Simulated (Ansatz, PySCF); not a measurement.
F3HOSi, SMILES O[Si](F)(F)F.

Coordinates come from a PBE-D3(BJ)/def2-SVP optimisation. One conformer was computed; it need not be the lowest.

Vertical ionisation energy (IE) and electron affinity (EA) in eV. Rows of orbital energies are one-electron estimates. Where ΔSCF, EOM or ADC give a negative EA the extra electron is unbound and the value depends on the basis.

```
level                                                                             IE          EA
------------------------------------------------------------------------  ----------  ----------
−ε(HOMO), −ε(LUMO), M06-2X/def2-TZVP (PySCF)                              (withheld)  (withheld)
ΔSCF, CAM-B3LYP/def2-SVPD (Ansatz), final states of multiplicity 2 and 2       13.95       -0.76
```

Question: What belongs in the gaps? (Estimate from the structure and the level; the computed values follow.)

Answer: 
- −ε(HOMO), −ε(LUMO), M06-2X/def2-TZVP (PySCF), IE: 12.63
- −ε(HOMO), −ε(LUMO), M06-2X/def2-TZVP (PySCF), EA: -0.59

Question: What vertical singlet–triplet gap does ΔSCF give with CAM-B3LYP/def2-SVPD (Ansatz, a program for electronic structure)? (An estimate is asked for; the answer gives what the named calculation found.)

Answer: 8.40 eV (triplet above singlet where positive).
